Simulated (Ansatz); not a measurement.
The cluster Zn7Se6⁺, relaxed as a doublet with UKS PBE-D4/def2-SVP in Ansatz, starting from the GFN1-xTB geometry. Force threshold 0.03 eV/Å.

Single mean-field runs in def2-SVP are fitted with def2-universal-jkfit. The relaxation made no stability test and no search for a lower SCF solution. Another isomer (doublet) lies 1.06 eV lower at PBE0-D4/def2-TZVP; other spin states weren't run for this one.

Start:

```xyz
13

Zn   -0.741   -2.639    0.136
Zn    2.390    1.825   -1.347
Zn   -2.374    2.345   -1.210
Zn    2.571    1.514    1.159
Zn   -0.543   -0.506   -1.981
Zn   -2.723    0.989    0.803
Zn    0.680    0.492    2.497
Se    2.403   -1.646   -0.190
Se   -2.432   -1.246   -0.558
Se    0.990   -2.474   -1.830
Se    0.045    1.817   -1.811
Se    1.115   -1.986    1.728
Se   -1.381    1.515    2.603
```

Q: Estimate the energy that the relaxation releases and the steps that it takes.

A: 302.1 kJ/mol, in 38 steps; 4.4 min on 2 threads of AMD EPYC 7R13 on a shared host and a share (18 GiB) of an NVIDIA H100 80GB HBM3. No frequencies were taken in this run, so the end may be a saddle point.

Q: Does the start keep its bonding?

A: Bonds lost: Se8–Se12 (atoms count from 1). Bonds formed: Zn4–Se8, Zn4–Se13, Zn7–Se9 (atoms count from 1). Metal–metal contacts that move far: Zn1–Zn7 4.17 to 2.73 Å, Zn2–Zn5 3.80 to 2.71 Å.

Q: Predict the relaxed structure.

A: 
```xyz
13

Zn   -0.1394   -2.6265   -0.0666
Zn    1.0386    2.1879   -1.2976
Zn   -1.8151    2.2997   -1.3646
Zn    1.2538    1.1297    0.8400
Zn   -0.1613   -0.1851   -1.7970
Zn   -1.6008    1.8456    0.9373
Zn   -0.5334   -0.8914    2.0018
Se    2.3368   -1.1222    0.6988
Se   -1.8862   -0.8476   -0.2101
Se    1.7252   -1.7991   -1.5360
Se   -0.3732    1.7812   -3.2751
Se    0.3507   -3.1176    2.2330
Se   -0.1959    1.3453    2.8362
```
Bond lengths (bridged metal pairs left out): 14 × Se–Zn 2.40 to 2.59 Å; 2 × Zn–Zn 2.36 to 2.39 Å; 1 × Se–Se 2.41 Å.
